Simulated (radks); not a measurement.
Initial-state core-level shifts of the hafnium ion Hf3+ when its valence configuration changes from [Xe] 4f14 5d1. Calculated with a radial shooting solver on a logarithmic mesh with Libxc functionals: Dirac Kohn-Sham, PBE, spin-unpolarised, spherical densities, finite nucleus; open shells fill j = l - 1/2 first; Fermi nuclear charge, rms radius 5.347 fm. Shifts are changes of the shell-averaged eigenvalues in eV (positive: less bound); the change of the density at the nucleus, which sets a Mossbauer isomer shift, is in e/bohr^3, on a base of 1.209e+06.

valence	2s	3d	5s	5p	density at nucleus
4f13.5 5d1 6s0.5	-6.286	-6.750	-3.903	-3.329	+88.1
4f12.5 5d2 6s0.5	-16.003	-17.579	-8.413	-6.919	+155.6
4f12 5d1 6s2	-27.124	-29.188	-16.028	-13.639	+404.3
4f13.5 5d1.5	-4.525	-5.022	-2.239	-1.790	+29.5
4f13 5d1 6p1	-13.996	-14.961	-8.948	-7.744	+78.4
4f14 6p1	-4.584	-4.508	-4.404	-4.106	+16.3
4f13.5 5d1 6p0.5	-6.834	-7.297	-4.444	-3.852	+37.7
4f12.5 5d1 6p1.5	-21.461	-22.963	-13.491	-11.661	+122.0
4f14 6s1	-3.481	-3.407	-3.314	-3.060	+116.9
